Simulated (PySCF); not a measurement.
C4H2BrCl, SMILES C#C/C=C(/Cl)Br.

The structure is a stationary point at B3LYP-D3(BJ)/def2-SVP. The structure was generated by enumeration; whether it is a known compound was not checked.

Two levels are set side by side: PBE/def2-TZVP (PySCF) and M06-2X/def2-TZVP (PySCF). Same geometry, gas phase. Differences are taken from unrounded values.

```
quantity                     M06-2X
---------------------------  ------
orbital gap (eV)               7.42
highest occupied level (eV)   -8.20
lowest empty level (eV)       -0.77
dipole moment (D)              1.01
mean polarisability (bohr³)    80.7
```

Task: What does PBE give, and how far is it from M06-2X? (Estimate from the structure and the level; the computed values follow.)

Result: 
| quantity | PBE | PBE minus M06-2X |
|---|---|---|
| orbital gap (eV) | 3.59 | -3.83 |
| highest occupied level (eV) | -6.03 | 2.17 |
| lowest empty level (eV) | -2.43 | -1.66 |
| dipole moment (D) | 0.79 | -0.22 |
| mean polarisability (bohr³) | 84.4 | 3.7 |

Without exact exchange PBE keeps part of each electron's self-repulsion, which lifts occupied levels and narrows the gap. PBE's more diffuse valence density responds more strongly to a field. Differences between two approximate levels are no errors against the true value.

Rough cost on one machine, each run with all the roots and properties that it gave: M06-2X against PBE about 3 times.
